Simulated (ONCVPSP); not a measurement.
# Reading a pseudo-wave (sulfur (S))

Columns: radius, all-electron u(r) and pseudo u(r) of the 2p shell (level -168.27 eV) of sulfur in the configuration [He] 2s2 2p6 3s2 3p3; PBE, scalar-relativistic, ONCV scheme, ONCVPSP 4.0.1.

| r (bohr) | all-electron | pseudo |
| --- | --- | --- |
| 0.045 | 0.1878 | 0.0753 |
| 0.090 | 0.5318 | 0.2815 |
| 0.135 | 0.8658 | 0.5759 |
| 0.180 | 1.1286 | 0.8987 |
| 0.225 | 1.3081 | 1.1906 |
| 0.270 | 1.4104 | 1.4079 |
| 0.315 | 1.4487 | 1.5291 |
| 0.360 | 1.4381 | 1.5562 |
| 0.405 | 1.3920 | 1.5081 |
| 0.450 | 1.3220 | 1.4124 |
| 0.495 | 1.2370 | 1.2945 |
| 0.540 | 1.1439 | 1.1733 |
| 0.585 | 1.0477 | 1.0588 |
| 0.630 | 0.9520 | 0.9544 |
| 0.675 | 0.8593 | 0.8593 |
| 0.720 | 0.7714 | 0.7712 |
| 0.765 | 0.6892 | 0.6890 |
| 0.810 | 0.6132 | 0.6130 |
| 0.855 | 0.5436 | 0.5434 |
| 0.900 | 0.4805 | 0.4804 |
| 0.945 | 0.4237 | 0.4236 |
| 0.990 | 0.3728 | 0.3727 |
| 1.035 | 0.3274 | 0.3273 |
| 1.080 | 0.2871 | 0.2870 |
| 1.125 | 0.2513 | 0.2513 |
| 1.170 | 0.2197 | 0.2197 |

Q: How many radial nodes do the two functions have?

A: The all-electron 2p function has n − l − 1 = 0; the pseudo-wave has 0.

Q: At about which radius was the pseudo-wave matched?

A: 0.70 bohr, where the columns begin to agree (steps of 0.04 bohr).

Q: Is the pseudo-wave norm-conserving?

A: Yes: the ONCV scheme keeps the norm inside the radius equal to the all-electron one, which fixes the energy derivative of the logarithmic derivative at the level.
